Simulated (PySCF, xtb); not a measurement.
Mg(I)(SMe) (CH3IMgS), SMILES [S]([Mg][I])C. One conformer was computed; it need not be the lowest.

Harmonic wavenumbers (cm⁻¹) from GFN2-xTB in xtb at its own minimum, in rising order: 44, 54, 123, 162, 258, 407, 711, 936, 946, 1320, 1439, 1456, 2946, 2950, 3031.

**Question.** What does PBE0-D3(BJ)/def2-SVP run with PySCF 2.14.0 give at its own minimum? (Estimate from the structure and the level; the computed values follow.)

**Answer.** 61, 67, 109, 157, 222, 515, 721, 954, 967, 1335, 1453, 1459, 3066, 3175, 3177. Paired by order, the mean absolute difference is 51 cm⁻¹ and the zero-point energies are 24.0 and 24.9 kcal/mol.
